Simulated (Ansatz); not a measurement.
Cost and result for the atomization energy of `O=[CH][GaH2]` (6 atoms, 5 bonds).

```xyz
6

O    -0.2663   -0.7248   -1.6644
C     0.4337   -0.6999   -0.6774
Ga   -0.2694    0.5897    0.7000
H     1.3372   -1.3532   -0.6384
H    -1.3677    0.0896    1.6979
H     0.1325    2.0987    0.5824
```

Charge 0, multiplicity 1. Correlated methods include outer-core shells of Ga, which these sets cover unevenly. Scalar relativity is left out up to krypton. Geometry: relaxed with PBE0-D4/def2-TZVP. Program: Ansatz. All runs use 2 threads of an Arm Neoverse V1 on a shared host. Times are those of one run each, without the atoms' runs, and a repeat can differ threefold. Electronic energies, without spin–orbit coupling; frozen cores. CCSD(T)/CBS adds CCSD(T) − MP2 in def2-TZVPP to the MP2 limit, and its time is that of the two runs behind it. T1 = 0.017. With those shells the extrapolation isn't a true limit. B3LYP takes the VWN-RPA correlation (the form of Gaussian; ORCA's B3LYP/G).

CCSD(T)/CBS is a level of theory with its own doubt, some kJ/mol a heavy atom from the limit and from the frozen cores, so smaller differences don't rank the functionals.

```
                             level  functions  wall time  atomization (kJ/mol)  difference from CCSD(T)/CBS  per bond
            LDA (SPW92)/def2-TZVPP        152     0.95 s                2214.7                        313.8      62.8
              revPBE-D4/def2-TZVPP        152      1.4 s                1892.7                         -8.2      -1.6
   PBE-D4/def2-TZVPP (with forces)        152      1.8 s                1946.9                         46.0       9.2
                  CCSD(T)/def2-SVP         75      2.3 s                1801.5                        -99.4     -19.9
 B3LYP-D4/def2-TZVPP (with forces)        152      2.6 s                1887.4                        -13.5      -2.7
               PBE-QIDH/def2-TZVPP        152      3.6 s                1876.6                        -24.3      -4.9
r2SCAN-D4/def2-TZVPP (with forces)        152      3.8 s                1908.7                          7.8       1.6
                 B97M-V/def2-TZVPP        152        6 s                1910.1                          9.2       1.8
                ωB97X-V/def2-TZVPP        152        6 s                1906.9                          6.0       1.2
  ωB97M-V/def2-TZVPP (with forces)        152        9 s                1896.4                         -4.5      -0.9
                    MP2/def2-QZVPP        293       12 s                1921.7                         20.8       4.2
                CCSD(T)/def2-TZVPP        152       30 s                1858.7                        -42.2      -8.4
                 CCSD(T)/CBS(def2)          –       41 s                1900.9                          0.0       0.0
```

The D4 term adds +14.3 kJ/mol with B3LYP and +7.3 kJ/mol with PBE0; it sums over pairs of atoms, weighted by their polarisabilities, and B3LYP, whose exchange is more repulsive, gets the larger term. From PBE to PBE0 (25 % exact exchange), in def2-TZVPP and without D4, the atomization energy moves by −58.2 kJ/mol: exact exchange takes away binding that semilocal exchange gives to molecules. Leaving LDA and LC-ωPBE aside and taking each functional with its dispersion term where it has one, the values, not all of them listed here, spread over 141.7 kJ/mol, from BHLYP-D4 to PBE-D4. LDA lies +276.6 kJ/mol from PBE without D4, its usual overbinding.
